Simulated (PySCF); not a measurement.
Problem. Write Cartesian coordinates for `O[SiH2]N1CC[C@H](C2CC2)C1` as optimised with PBE0-D3(BJ)/def2-SVP.

Solution. 
```
atom  x, y, z in Å
O1     3.7819    0.7225   -1.2380
Si2    3.2492   -0.5747   -0.3311
N3     1.5951   -0.4024    0.1163
C4     1.0324   -0.4323    1.4495
C5    -0.0330    0.6575    1.3913
C6    -0.6205    0.5077   -0.0242
C7    -1.8891   -0.3098   -0.0440
C8    -2.8485   -0.1957   -1.1908
C9    -3.2214    0.3451    0.1600
C10    0.5190   -0.1703   -0.8328
H11    3.6706    1.5836   -0.8238
H12    3.5186   -1.7244   -1.2391
H13    3.9815   -0.7274    0.9637
H14    0.5656   -1.4124    1.6818
H15    1.8033   -0.2543    2.2150
H16    0.4536    1.6396    1.4992
H17   -0.8017    0.5708    2.1736
H18   -0.8507    1.4988   -0.4475
H19   -1.7784   -1.3139    0.3842
H20   -2.6120    0.5243   -1.9801
H21   -3.3485   -1.0996   -1.5479
H22   -3.9821   -0.1811    0.7424
H23   -3.2368    1.4320    0.2863
H24    0.8700    0.4556   -1.6692
H25    0.1415   -1.1138   -1.2737
```

Orientation and origin are arbitrary. Atoms count from 1 in this order. The C–C distances run from 1.498 Å (C7–C9, drawn single) to 1.553 Å (C6–C10, drawn single), a spread of 0.055 Å. The 5-membered ring N3–C4–C5–C6–C10 has internal angles of 102.8° to 108.5° (sum 524°, against 540° for a flat polygon); it is puckered, 0.17 Å rms from its mean plane, widest ring torsion 38°. Of the pairs four or more bonds apart, H18···H23 is among the closest relative to their van der Waals radii: 2.50 Å, 104 % of the sum of Bondi's values. Si2 (oxygen-bound silicon) is distorted tetrahedral (angles from 102.2° to 114.2°).

Bonds between heavy atoms (Å): O1–Si2 1.670, Si2–N3 1.722, N3–C4 1.447, C4–C5 1.525, C5–C6 1.540, C6–C7 1.509, C7–C8 1.500, C8–C9 1.502, C6–C10 1.553, N3–C10 1.453, C7–C9 1.498.

Computed, not measured: PBE0-D3(BJ)/def2-SVP geometry optimisation, gas phase (PySCF 2.14.0).

Point group: C1 (no symmetry element, even within 0.4 Å). PBE0-D3(BJ)/def2-SVP frequencies: not computed here. The numbers are those of one conformer (H–O1–Si2–N3 56°, O1–Si2–N3–C4 -124°, C5–C6–C7–C8 159°, Si2–N3–C4–C5 141°, N3–C4–C5–C6 38°, C4–C5–C6–C7 97°, C6–C7–C8–C9 -110°).
